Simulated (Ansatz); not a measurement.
CH$_{7}$BN$_{2}$O, 12 atoms. Charge 0, multiplicity 1. The bonds changed during the relaxation, so this is another structure than the one it started from. All runs use 4 threads of an AMD EPYC 7B13 on a shared host. Correlated methods freeze the cores.

Question: Give the basis size and wall time and peak host memory of each of these runs in Ansatz. RKS ωB97M-V/def2-SVP energy; RKS PBE0-D4/def2-SVP energy; RKS B97M-V/def2-TZVPP energy; RKS PBE0-D4/def2-TZVP frequencies; RHF-CCSD(T)/def2-TZVPP energy; RKS PBE0-D4/def2-TZVP relaxation (8 steps); RKS ωB97M-V/def2-QZVPP energy; RKS PBE0-D4/def2-QZVPP energy; RHF-CCSD(T)/def2-SVP energy; RHF-MP2/def2-QZVPP energy; RKS B3LYP-D4/def2-TZVPP energy and forces; direct RPA on PBE orbitals/def2-TZVPP energy. (An estimate is asked.)

Answer: The calculation gave: Other jobs shared the machine, so times are rough.

| level | job | functions | wall time | peak host memory (GiB) |
| --- | --- | --- | --- | --- |
| RKS PBE0-D4/def2-SVP | energy | 105 | 0.8 s | 0.49 |
| RKS ωB97M-V/def2-SVP | energy | 105 | 2.5 s | 0.49 |
| RKS B3LYP-D4/def2-TZVPP | energy and forces | 253 | 3.2 s | 0.65 |
| RHF-CCSD(T)/def2-SVP | energy | 105 | 4.1 s | 0.54 |
| direct RPA on PBE orbitals/def2-TZVPP | energy | 253 | 4.8 s | 0.67 |
| RKS B97M-V/def2-TZVPP | energy | 253 | 5.5 s | 0.39 |
| RKS PBE0-D4/def2-QZVPP | energy | 495 | 6 s | 1.6 |
| RKS ωB97M-V/def2-QZVPP | energy | 495 | 12 s | 1.9 |
| RHF-MP2/def2-QZVPP | energy | 495 | 18 s | 3.3 |
| RKS PBE0-D4/def2-TZVP | relaxation (8 steps) | 197 | 20 s | 0.45 |
| RHF-CCSD(T)/def2-TZVPP | energy | 253 | 110 s | 6 |
| RKS PBE0-D4/def2-TZVP | frequencies | 197 | 110 s | 0.49 |

B3LYP here is the variant with VWN-RPA as its local correlation; programs differ in this.
